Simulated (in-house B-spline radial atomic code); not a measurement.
V⁸⁺. Computed with a B-spline radial atomic code. Model: all-electron spherical atom, spin shells full or empty, radial basis limit, no spin-orbit coupling: exact exchange with a local potential (Slater, KLI or optimised effective potential, whose far tail is KLI's), no correlation.

Exchange potential has not reached -1/r at the last radius.

The run also made RPA and GW results, which its time includes.

The Slater potential averages the orbital exchange potentials with the orbital densities as weights, KLI adds orbital constants, and the optimised effective potential minimises the exact-exchange energy among local potentials. So their energies lie above Hartree-Fock in the order OEP, KLI, Slater. All fall off as −1/r, unlike LDA and GGA exchange.

Command:
```bash
python run_gw.py task.json out
```
Settings (nuclear radius in fm, other lengths in bohr, energies in hartree):
```
Z                      23
electrons              15
configuration          [Ne] 3s2 3p3
hamiltonian            x2c
method                 kli
lmax                   9
rms_radius             3.6002
spin_polarised         True
box_radius             7.7
intervals              98
```

Time taken, with all properties: 2.7 s on 1 thread of Intel(R) Xeon(R) 6975P-C (Granite Rapids) (shared host).

Given: hamiltonian one-electron scalar X2C; mean-field start exchange-only KLI.

Computed: energy above Hartree-Fock 6.7636 millihartree.

| radius (bohr) | r times exchange potential up (hartree bohr) | r times exchange potential down (hartree bohr) |
| --- | --- | --- |
| 0.00217 | -0.041492 | -0.041451 |
| 0.00263 | -0.050228 | -0.050179 |
| 0.00317 | -0.060447 | -0.060387 |
| 0.00383 | -0.072866 | -0.072793 |
| 0.00463 | -0.087808 | -0.087719 |
| 0.00559 | ? | ? |
| 0.00675 | -0.12668 | -0.12655 |
| 0.00816 | -0.15185 | -0.15169 |
| 0.00986 | ? | ? |
| 0.0119 | -0.21544 | -0.21518 |
| 0.0144 | -0.25509 | -0.25475 |
| 0.0174 | -0.29938 | -0.29893 |
| 0.021 | -0.34762 | -0.34702 |
| 0.0253 | -0.39819 | -0.39736 |
| 0.0306 | -0.45025 | -0.44904 |
| 0.037 | -0.49898 | -0.49719 |
| 0.0447 | -0.53956 | -0.53677 |
| 0.054 | -0.56704 | -0.56244 |
| 0.0652 | -0.57808 | -0.56991 |
| 0.0788 | -0.5768 | -0.56141 |
| 0.0951 | -0.58424 | -0.55662 |
| 0.115 | -0.63598 | -0.59505 |
| 0.139 | -0.74287 | -0.69548 |
| 0.168 | -0.87518 | -0.82834 |
| 0.203 | -0.99591 | -0.95393 |
| 0.245 | -1.0755 | -1.0431 |
| 0.296 | -1.0904 | -1.075 |
| 0.357 | -1.0221 | -1.035 |
| 0.431 | -0.8914 | -0.92017 |
| 0.521 | -0.88436 | -0.7674 |
| 0.629 | -1.0781 | -0.73099 |
| 0.76 | -1.2714 | -0.8308 |
| 0.918 | -1.3792 | -0.92201 |
| 1.11 | -1.3934 | -0.97181 |
| 1.34 | -1.3387 | -0.99236 |
| 1.62 | -1.2546 | -0.99864 |
| 1.96 | -1.1729 | -0.99987 |

(1) What belongs in the row 0.00559?

(2) What belongs in the row 0.00986?

```
occupied  level (hartree)  Hartree-Fock level (hartree)
   1s up          -204.16                       -209.47
 1s down          -204.01                       -209.35
   2s up          -29.164                       -30.572
 2s down          -29.056                       -30.479
   2p up          -25.567                       -26.521
 2p down                ?                             ?
   3s up          -8.5412                       -8.8199
 3s down                ?                             ?
   3p up          -7.5072                       -7.5112
```

(3) What belongs in the row 2p down?

(4) What belongs in the row 3s down?

```
  empty  level (hartree)
3p down          -7.0875
  3d up          -5.9419
3d down          -5.5738
  4s up          -3.9442
4s down          -3.7897
  4p up                ?
4p down          -3.4336
  4d up          -3.0439
4d down                ?
  4f up          -2.7416
4f down           -2.578
```

(5) What belongs in the row 4p up?

(6) What belongs in the row 4d down?

## Answers

(1) r times exchange potential up (hartree bohr): -0.10555; r times exchange potential down (hartree bohr): -0.10544.

(2) r times exchange potential up (hartree bohr): -0.18136; r times exchange potential down (hartree bohr): -0.18115.

(3) level (hartree): -25.416; Hartree-Fock level (hartree): -26.345.

(4) level (hartree): -8.1121; Hartree-Fock level (hartree): -8.1156.

(5) level (hartree): -3.5759.

(6) level (hartree): -2.9274.

The highest level, 3p up, differs from Hartree-Fock by +0.11 eV and the deepest, 1s up, by +145 eV: a local potential can match the highest level but can't give each shell its own exchange.
